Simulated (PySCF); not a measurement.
# Computed records: CH₄BNSi, CH₄AlO, CH₃FSi

All values are calculated (PySCF 2.14.0). Calculation on a computer-drawn molecule: the log of a Hartree-Fock and frozen-core CCSD(T) single point meant for a local Hartree-Fock minimum, with one planted fault or none, to be diagnosed. Offsets are logged minus clean, where the clean run is the same molecule without the fault. The reference is restricted for singlets and unrestricted otherwise, and also for a bond in bohr or an excited solution. Adding or removing an electron swaps singlet and doublet. The excited solution moves the top pair (singlet) or top alpha electron (doublet) to the lowest empty orbital. Highest occupied and lowest empty are orbital energies over both spins, largest force is the largest gradient component, triples share is (T) over the correlation energy, the T1 limit is 0.02 restricted and 0.045 unrestricted, electrons count all cores, a negative frequency is imaginary (commonest isotopes), and the dipole is about the centre of nuclear charge.

Common to all runs: meant multiplicity 1; meant basis cc-pV(D+d)Z; logged SCF converged yes; logged CC converged yes; logged SCF stable within its kind yes; possible faults no fault, one electron removed, one electron added, multiplicity raised by two, geometry at a saddle point, SCF held on an excited solution, minimal basis STO-3G, one bond length entered in bohr, all coordinates scaled.

(1) 
```xyz
8
formula=CH4BNSi meant_charge=0 logged_electrons=37 logged_basis_functions=85 logged_spin_squared=0.8507 logged_highest_occupied=0.21682 logged_lowest_empty=8.0099 logged_largest_force=0.035556 logged_T1_diagnostic=0.024539 logged_D1_diagnostic=0.083891 logged_triples_share=0.034988 logged_dipole_magnitude=8.7601 logged_energy_HF=-408.19956 logged_energy_CCSD(T)=-408.73002 planted_fault=one_electron_added HF_energy_offset_from_clean_run=22.79 CCSD(T)_energy_offset_from_clean_run=16.21
N     -0.8890    -1.2905     1.1462
B      0.3900    -0.8252     1.0333
C      1.6944    -0.3161     0.9357
Si     1.8728     1.3244     1.7337
H     -1.6085    -1.0388     0.4998
H     -1.2081    -1.7867     1.9529
H      2.5226    -0.8161     0.4496
H      0.4157     1.4380     2.1938
```

Units: logged_highest_occupied, logged_lowest_empty in eV; logged_largest_force in hartree/bohr; logged_dipole_magnitude in debye; logged_energy_HF, logged_energy_CCSD(T) in hartree; HF_energy_offset_from_clean_run, CCSD(T)_energy_offset_from_clean_run in kcal/mol.

Drawn bonds:
| atom | other atom | order |
| --- | --- | --- |
| 1 | 2 | 1 |
| 2 | 3 | 2 |
| 3 | 4 | 1 |
| 1 | 5 | 1 |
| 1 | 6 | 1 |
| 3 | 7 | 1 |
| 4 | 8 | 1 |

Notes: highest electron not bound in this basis.

(2) 
```xyz
7
formula=CH4AlO meant_charge=1 logged_electrons=30 logged_basis_functions=71 logged_spin_squared=0.7079 logged_highest_occupied=-17.208 logged_lowest_empty=-4.5268 logged_largest_force=0.024144 logged_T1_diagnostic=0.067473 logged_D1_diagnostic=0.28669 logged_triples_share=0.032578 logged_dipole_magnitude=0.49108 logged_energy_HF=-356.65657 logged_energy_CCSD(T)=-357.06768 planted_fault=one_bond_length_entered_in_bohr,row_3_of_the_drawn_bonds HF_energy_offset_from_clean_run=82.22 CCSD(T)_energy_offset_from_clean_run=83.7
C      0.7272     0.1259     0.6685
Al     0.5061    -1.7823     0.7169
O      0.3224    -3.3677     0.7572
H      2.6967     0.5722     0.2453
H      0.0808     0.5437    -0.1061
H      0.4556     0.5447     1.6396
H      0.2138    -4.3036     0.7812
```

Units: logged_highest_occupied, logged_lowest_empty in eV; logged_largest_force in hartree/bohr; logged_dipole_magnitude in debye; logged_energy_HF, logged_energy_CCSD(T) in hartree; HF_energy_offset_from_clean_run, CCSD(T)_energy_offset_from_clean_run in kcal/mol.

Drawn bonds:
| atom | other atom | order |
| --- | --- | --- |
| 1 | 2 | 1 |
| 2 | 3 | 1 |
| 1 | 4 | 1 |
| 1 | 5 | 1 |
| 1 | 6 | 1 |
| 3 | 7 | 1 |

Notes: T1 above single-reference limit.

(3) 
```xyz
6
formula=CH3FSi meant_charge=0 logged_electrons=32 logged_basis_functions=66 logged_spin_squared=0 logged_highest_occupied=-9.159 logged_lowest_empty=1.1883 logged_largest_force=3.083e-06 logged_lowest_frequency=85.622 logged_T1_diagnostic=0.01411 logged_D1_diagnostic=0.041306 logged_triples_share=0.022769 logged_dipole_magnitude=1.7659 logged_energy_HF=-428.00948 logged_energy_CCSD(T)=-428.46643
C     -1.5018     2.6749    -1.6224
Si    -0.8471     0.9928    -1.0566
F      0.6768     1.4578    -0.6901
H     -1.4026     3.4051    -0.8095
H     -0.8971     3.0469    -2.4591
H     -2.5486     2.6340    -1.9344
```

Units: logged_highest_occupied, logged_lowest_empty in eV; logged_largest_force in hartree/bohr; logged_lowest_frequency in cm⁻¹; logged_dipole_magnitude in debye; logged_energy_HF, logged_energy_CCSD(T) in hartree.

Drawn bonds:
| atom | other atom | order |
| --- | --- | --- |
| 1 | 2 | 1 |
| 2 | 3 | 1 |
| 1 | 4 | 1 |
| 1 | 5 | 1 |
| 1 | 6 | 1 |

**Q.** Which fault was planted in the run of CH₃FSi (entry 3)?
**A.** no fault

Further results for CH₃FSi (entry 3):

```
HF energy offset from clean run      : 0 kcal/mol
CCSD(T) energy offset from clean run : 0 kcal/mol
```
